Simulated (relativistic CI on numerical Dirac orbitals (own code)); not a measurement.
**Slater and spin-orbit integrals, Re XXVII**

Method of calculation: Dirac-Coulomb-Breit CI, KLI orbitals optimised for each configuration, a model potential for QED, unscaled Slater integrals (own radial code, finite nucleus).

Slater integrals F^k, G^k are unscaled and averaged over j, outside the closed core [Ar] 3d10 4s2; ζ comes from projecting the Hamiltonian with its Breit term on Σ l·s of the shell.

- 4p6 4d10 4f3: F^2(4f,4f) = 237320, F^4(4f,4f) = 154380, F^6(4f,4f) = 112790, ζ(4f) = 8558.5 cm⁻¹; <r>(4f) = 0.4396, <r^2>(4f) = 0.2221 (bohr units).
- 4p6 4d10 4f2 5s: F^2(4f,4f) = 239950, F^4(4f,4f) = 156180, F^6(4f,4f) = 114140, ζ(4f) = 8785.8, G^3(4f,5s) = 33568 cm⁻¹; <r>(4f) = 0.4355, <r^2>(4f) = 0.2178, <r>(5s) = 0.7848, <r^2>(5s) = 0.6861 (bohr units).
- 4p6 4d9 4f4: ζ(4d) = 52641, F^2(4f,4f) = 236960, F^4(4f,4f) = 154130, F^6(4f,4f) = 112600, F^2(4d,4f) = 221270, F^4(4d,4f) = 144240, G^1(4d,4f) = 239520, G^3(4d,4f) = 161130, G^5(4d,4f) = 117190, ζ(4f) = 8477.7 cm⁻¹; <r>(4d) = 0.4515, <r^2>(4d) = 0.2334, <r>(4f) = 0.4402, <r^2>(4f) = 0.2227 (bohr units).

Averages of the first 10 configurations, taken without configuration mixing, which lowers the lowest level and can move excited configurations by several eV; other configurations of the list can lie among them:

```tsv
Configuration	Parity	States	Average energy above the lowest level (eV)
4p6 4d10 4f3	odd	364	13.1
4p6 4d10 4f2 5s	even	182	133.8
4p6 4d9 4f4	even	10010	234.2
4p6 4d10 4f 5s2	odd	14	265.1
4p6 4d10 4f2 5p	odd	546	196.7
4p6 4d10 4f 5s 5p	even	168	325.0
4p5 4d10 4f4	odd	6006	453.2
4p6 4d10 4f2 5d	even	910	280.5
4p6 4d10 4f 5p2	odd	210	390.6
4p6 4d10 4f 5s 5d	odd	280	411.2
```
